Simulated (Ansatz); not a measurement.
Frontier orbitals of `C[S][Hf]([OH])([S]C)[S]C`.

Charge 0, multiplicity 1. Correlated methods include outer-core shells of Hf, which these sets cover unevenly. Hf: def2 effective core potential. The geometry is a stationary point of PBE0-D4/def2-TZVP. It is one conformer, not always the lowest. Basis def2-TZVPP, Ansatz 0.2.0.

Orbital energies of one run (eV). Highest occupied ones, from the top: -9.26, -9.35, -9.35, -10.12, -10.14, -10.48, -12.46, -12.47, -12.67, -12.91, -12.91, -14.76, -14.79, -14.80. Empty: 0.98, 0.99, 1.55, 1.80, 2.48, 2.49.

Which functional gave them?
A. PBE0
B. PBE
C. ωB97X-V
D. BHLYP

C. HOMO energies: ωB97X-V -9.26, PBE -5.77, BHLYP -7.97, PBE0 -6.94 eV.
